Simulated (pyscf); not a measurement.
PySCF, gas phase, ωB97X-D3(BJ)/def2-SVP geometries. Correlated levels are frozen-core, on RHF or UHF. ΔMP2 is the change of the MP2 total energy from the triple- to the quadruple-zeta basis.

**Question.** For the elementary gas-phase step •H₂C–SeH → H₃C–Se• (doublet surface; H–Se broken, C–H formed), what barrier and reaction energy does CCSD/def2-TZVPP give, measured from the reactant's lowest minimum found?

**Answer.** ΔE‡ = 28.2 kcal/mol, ΔE = -21.6 kcal/mol. CCSD(T)/def2-TZVPP + ΔMP2(QZVPP) gives 26.6 kcal/mol and -20.8 kcal/mol. Zero-point energy shifts the barrier by -0.9 kcal/mol. It is a hydrogen shift, with an imaginary mode of 1606i cm⁻¹. This is the saddle that the search found; another between the same sides may lie lower. The CCSD(T) − MP2 part came from Ansatz, without density fitting, on the same reference. The frozen core leaves the outer d or s,p core shells of the metals and heavy elements correlated in the MP2 and CC values, and def2-TZVPP describes them poorly, which can shift differences by a few kcal/mol. Elements up to Kr have no core potential and no relativistic terms here.
